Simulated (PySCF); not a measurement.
C₅H₆O, SMILES C(=C/OC)/C#C (GFN2-xTB optimised geometry):

```
12

C      1.118     1.786    -0.009
C      1.219     0.588    -0.005
C      1.462    -0.799    -0.002
C      0.577    -1.803     0.000
O     -0.771    -1.803     0.000
C     -1.448    -0.567     0.000
H      0.985     2.826    -0.011
H      2.510    -1.067    -0.001
H      0.931    -2.826     0.002
H     -2.510    -0.810     0.005
H     -1.206     0.017    -0.892
H     -1.200     0.020     0.888
```

Calculation: CAM-B3LYP/def2-TZVP (PySCF 2.14.0).

**Question.** What are the frontier orbital energies and the dipole moment?

**Answer.** HOMO-2 -10.56 eV, HOMO-1 -9.18 eV, HOMO -7.64 eV, LUMO 0.70 eV, LUMO+1 1.84 eV; dipole moment 0.61 D.

Meta-Löwdin charges at CAM-B3LYP/def2-TZVP: C1 -0.24, C2 -0.03, C3 -0.23, C4 0.13, O5 -0.32, C6 -0.12, H7 0.17, H8 0.15, H9 0.13, H10 0.13, H11 0.12, H12 0.12.
